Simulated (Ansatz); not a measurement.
`C[Si]SC` → `[CH2]` (triplet) + `CS[SiH]`  (formal loss of a carbene)

Gas-phase electronic energies from Ansatz, PBE0-D4/def2-TZVP geometries. CCSD(T)/CBS adds triple-zeta CCSD(T) − MP2 to the extrapolated MP2 energy (def2 sets, frozen cores). This one scheme is used for every species. Functionals use def2-TZVPP. B3LYP here is the variant with VWN-RPA as its local correlation; programs differ in this. Triplets are unrestricted, without spin–orbit coupling. Each species was taken in one conformer, which may not be the lowest.

CCSD(T)/CBS gives +474.4 kJ/mol.

(1) Another level gave +321.3 kJ/mol. Which?
A. PBE0-D4/def2-TZVPP
B. HF/def2-TZVPP
C. B3LYP-D4/def2-TZVPP
D. ωB97M-V/def2-TZVPP

Largest T1 diagnostic among the species: 0.016.

Answers

(1) B. HF/def2-TZVPP 321.3, PBE0-D4 471.7, B3LYP-D4 465.7, ωB97M-V 476.9 kJ/mol.

The D4 term adds +10.5 kJ/mol with B3LYP and +5.6 kJ/mol with PBE0; it sums over pairs of atoms, weighted by their polarisabilities, and B3LYP, whose exchange is more repulsive, gets the larger term. In def2-TZVPP, CCSD(T) changes the Hartree–Fock value by +139.3 kJ/mol (the triples alone add +11.9 kJ/mol) and MP2 by +156.1 kJ/mol. From PBE to PBE0 (25 % exact exchange), in def2-TZVPP and without D4, ΔE moves by −7.7 kJ/mol.
